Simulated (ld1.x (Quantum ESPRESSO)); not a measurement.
**O (Z = 8): from the effect back to the setting (TM)**

Base potential:

- Element: O
- Generator: ld1.x (Quantum ESPRESSO) 7.5
- Type: norm-conserving Troullier–Martins (Kleinman–Bylander form)
- Functional: PBE
- Relativity: scalar-relativistic
- Frozen core: [He]
- Valence charge: 6
- Reference configuration: 2s1 2p5
- Partial waves: 2s (bound): rc 0.85 bohr; 2p (bound): rc 2.10 bohr; 3d channel at 0.25 Ry: rc 1.80 bohr
- Local potential: all-electron potential smoothed inside 1.45 bohr (lloc = -1)
- Core correction: Bessel-smoothed model core, default radius (core density twice the valence density)

Cutoffs, loose and tight: the cutoffs (Ry, on a coarse ladder) from which the occupation-weighted sum of valence levels, in a spherical-Bessel basis at the reference potential, stays within 10 and 1 mRy of its value at 400 Ry. They do not see the model core or the augmentation charge, which bear on the density cutoff. Test errors are all-electron minus pseudo excitation energies from the reference, over the configurations 2s2 2p4; 2s2 2p3; 2s2 2p2; 2s2 2p4.3; 2s0 2p6; 2s2 2p1; 2s2 2p0; variants that change the core or the reference have their own tests. The largest error is taken over the tests solved by every variant that gives reliable tests at all, those not shown here included: 2s0 2p6; 2s2 2p1; 2s2 2p2; 2s2 2p3; 2s2 2p4; 2s2 2p4.3.

Only the scale of all radii but the core radius (base = 1) is moved (1 further runs of the sweep failed or gave no value and are left out):

```
scale of all radii but the core radius (base = 1)  cutoff, loose  cutoff, tight  bound ghosts  largest test error (meV)  median size of the test errors
                                             0.75         140 Ry         230 Ry          none                     +1263                        93.5 meV
                                             0.84          70 Ry         180 Ry          none                     +1993                       145.1 meV
                                             0.96          70 Ry         180 Ry          none                     +3070                       223.5 meV
                                             1.03          60 Ry         160 Ry             s                     +3870                       284.3 meV
                                             1.12          50 Ry         140 Ry          none                     +6239                       399.5 meV
                                             1.19          50 Ry         120 Ry          none                     +6361                       447.4 meV
                                             1.27          50 Ry         110 Ry          none                     +7218                       509.4 meV
                                             1.33          45 Ry         100 Ry          none                     +8186                       576.8 meV
```

Question: One more run gave cutoff, loose: 70 Ry; cutoff, tight: 180 Ry; bound ghosts: none; largest test error (meV): +2379; median size of the test errors: 172.9 meV. Which value of the scale of all radii but the core radius (base = 1) was used?

Answer: 0.89. The median size of the test errors moves one way along this sweep, from 93.5 meV at 0.75 to 576.8 meV at 1.33, which places the run between 0.84 and 0.96.
